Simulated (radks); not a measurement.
Method: scalar-relativistic Kohn-Sham, PBE, spin-polarised, spherical densities, finite nucleus; open shells are filled with parallel spins first (spin-orbit coupling, left out, can overturn this in heavy ions); Fermi nuclear charge, rms radius of each element as measured or else 0.836 A^(1/3) + 0.57 fm; computed with a radial shooting solver on a logarithmic mesh with Libxc functionals. Each species is in its NIST ground configuration. Rank Eu2+, Ho2+, Pr2+, Pm2+, Nd2+, Yb2+, Gd2+, Lu2+, Tm2+, Er2+, Ce2+, La2+, Dy2+, Sm2+, Tb2+ by radius at which the density is 0.001 e/bohr^3 (bohr), largest first.

Answer. Lu2+ 4.04, La2+ 3.92, Ce2+ 3.68, Gd2+ 3.68, Pr2+ 3.64, Nd2+ 3.59, Pm2+ 3.55, Sm2+ 3.52, Eu2+ 3.48, Tb2+ 3.43, Dy2+ 3.40, Ho2+ 3.37, Er2+ 3.35, Tm2+ 3.32, Yb2+ 3.30.
